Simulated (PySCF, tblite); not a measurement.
C₅H₉NOSi.
Geometry (GFN2-xTB, Å), atoms numbered from 1 in this order:
```
atom  x, y, z in Å
C1    -1.018   -1.194   -1.085
Si2   -0.275    0.024    0.174
C3    -0.454    1.853   -0.292
C4    -1.080   -0.295    1.902
O5    -1.361    0.583    2.677
C6     1.597   -0.405    0.412
C7     2.283   -0.262   -0.832
N8     2.796   -0.137   -1.848
H9    -1.002   -2.218   -0.719
H10   -0.452   -1.170   -2.012
H11   -2.048   -0.948   -1.322
H12    0.202    2.115   -1.118
H13   -0.208    2.495    0.550
H14   -1.472    2.089   -0.590
H15   -1.294   -1.349    2.187
H16    1.722   -1.431    0.762
H17    2.057    0.262    1.143
```

Method used: B3LYP/def2-SVPD in PySCF (dipole) on a GFN2-xTB geometry, gas phase.

Masses are those of the commonest isotopes; rigid-rotor values at the optimised geometry. The values belong to one conformer with, in the numbering `[CH3:1][Si:2]([CH3:3])([CH:4]=[O:5])[CH2:6][C:7]#[N:8]`, C1–Si2–C4–O5 -142°, C1–Si2–C6–C7 61°.

**Question.** What are A, B and C (MHz)?

**Answer.** Ia = 193.47, Ib = 507.25, Ic = 525.78 u·Å²; 505379 MHz·u·Å²/I gives A = 2612, B = 996.3, C = 961.2 MHz.

**Question.** Classify the top.

**Answer.** A near-prolate asymmetric top. Ray's parameter κ = (2B − A − C)/(A − C) = -0.957; −1 is the prolate and +1 the oblate limit.

**Question.** Is it planar, by Δ = Ic − Ia − Ib?

**Answer.** Not planar: Δ = Ic − Ia − Ib = -174.93 u·Å². For a rigid frame Δ = −2 Σ m c², so Σ m c² = 87.47 u·Å² lies off the ab plane: 25.69 from hydrogen and 61.78 from heavier atoms. The atom farthest from that plane is 2.42 Å away.

**Question.** Give the other two planar moments, Paa and Pbb, and the rms extents of the mass along the axes.

**Answer.** Paa = Σ m a² = (Ib + Ic − Ia)/2 = 419.78 and Pbb = Σ m b² = (Ia + Ic − Ib)/2 = 106.00 u·Å². With the mass M = 127.05 u, the rms extents √(P/M) along a, b and c are 1.82, 0.91, 0.83 Å.

**Question.** Which types of transition are allowed, and where do some lines up to J = 3 fall?

**Answer.** The dipole components are |μa| = 1.81 D, |μb| = 0.97 D, |μc| = 1.49 D. The squared components, which scale the intensities, stand as 1.00 : 0.29 : 0.68 (a : b : c). Some lines, for components of 0.1 D or more:

```json
{"type": "c", "branch": "Q", "J(Ka,Kc)": "3(1,3) ← 3(0,3)", "MHz": "1531", "lower level (cm⁻¹)": "0.392"}
{"type": "b", "branch": "Q", "J(Ka,Kc)": "1(1,0) ← 1(0,1)", "MHz": "1651", "lower level (cm⁻¹)": "0.065"}
{"type": "a", "branch": "R", "J(Ka,Kc)": "1(0,1) ← 0(0,0)", "MHz": "1957", "lower level (cm⁻¹)": "0.000"}
{"type": "b", "branch": "R", "J(Ka,Kc)": "1(1,1) ← 0(0,0)", "MHz": "3573", "lower level (cm⁻¹)": "0.000"}
{"type": "c", "branch": "R", "J(Ka,Kc)": "1(1,0) ← 0(0,0)", "MHz": "3609", "lower level (cm⁻¹)": "0.000"}
{"type": "a", "branch": "R", "J(Ka,Kc)": "2(1,2) ← 1(1,1)", "MHz": "3880", "lower level (cm⁻¹)": "0.119"}
{"type": "b", "branch": "R", "J(Ka,Kc)": "3(0,3) ← 2(1,2)", "MHz": "4289", "lower level (cm⁻¹)": "0.249"}
{"type": "c", "branch": "Q", "J(Ka,Kc)": "3(2,2) ← 3(1,2)", "MHz": "4795", "lower level (cm⁻¹)": "0.450"}
{"type": "b", "branch": "Q", "J(Ka,Kc)": "3(2,1) ← 3(1,2)", "MHz": "4798", "lower level (cm⁻¹)": "0.450"}
{"type": "b", "branch": "Q", "J(Ka,Kc)": "2(2,0) ← 2(1,1)", "MHz": "4848", "lower level (cm⁻¹)": "0.252"}
{"type": "a", "branch": "R", "J(Ka,Kc)": "3(1,3) ← 2(1,2)", "MHz": "5819", "lower level (cm⁻¹)": "0.249"}
{"type": "a", "branch": "R", "J(Ka,Kc)": "3(0,3) ← 2(0,2)", "MHz": "5870", "lower level (cm⁻¹)": "0.196"}
{"type": "a", "branch": "R", "J(Ka,Kc)": "3(2,2) ← 2(2,1)", "MHz": "5872", "lower level (cm⁻¹)": "0.414"}
{"type": "a", "branch": "R", "J(Ka,Kc)": "3(1,2) ← 2(1,1)", "MHz": "5925", "lower level (cm⁻¹)": "0.252"}
{"type": "b", "branch": "Q", "J(Ka,Kc)": "3(3,1) ← 3(2,2)", "MHz": "8168", "lower level (cm⁻¹)": "0.610"}
{"type": "c", "branch": "R", "J(Ka,Kc)": "2(2,0) ← 1(1,0)", "MHz": "8798", "lower level (cm⁻¹)": "0.120"}
{"type": "c", "branch": "R", "J(Ka,Kc)": "2(2,1) ← 1(1,1)", "MHz": "8833", "lower level (cm⁻¹)": "0.119"}
{"type": "b", "branch": "R", "J(Ka,Kc)": "2(2,0) ← 1(1,1)", "MHz": "8834", "lower level (cm⁻¹)": "0.119"}
{"type": "c", "branch": "R", "J(Ka,Kc)": "3(2,2) ← 2(1,2)", "MHz": "10826", "lower level (cm⁻¹)": "0.249"}
{"type": "b", "branch": "R", "J(Ka,Kc)": "3(2,1) ← 2(1,2)", "MHz": "10828", "lower level (cm⁻¹)": "0.249"}
{"type": "b", "branch": "R", "J(Ka,Kc)": "3(3,1) ← 2(2,0)", "MHz": "14040", "lower level (cm⁻¹)": "0.414"}
```

**Question.** Estimate the classical rotational partition function at 25 K, 200 K and 298.15 K.

**Answer.** Point group C1, symmetry number σ = 1; q = (√π/σ)·√((kT/h)³/(ABC)), k/h = 20836.6 MHz/K: 13300 at 25 K, 301000 at 200 K, 549000 at 298.15 K.

Its lowest GFN2-xTB frequency is 5 cm⁻¹, too small to tell a flat minimum from a shallow saddle. Constants of a rigid frame at the computed geometry: no zero-point averaging, no centrifugal distortion. A rigid rotor knows nothing of internal rotation, which can split or shift real lines. Quadrupole hyperfine structure (14N) is left out.

On one thread of an Arm Neoverse N1, shared host with 64 logical CPUs at a one-minute load of 58, this took 94 s wall (grids of density and orbitals included) and 0.96 GiB of memory at its peak. This is the B3LYP/def2-SVPD job that gave the dipole, with the excitations it also computed.
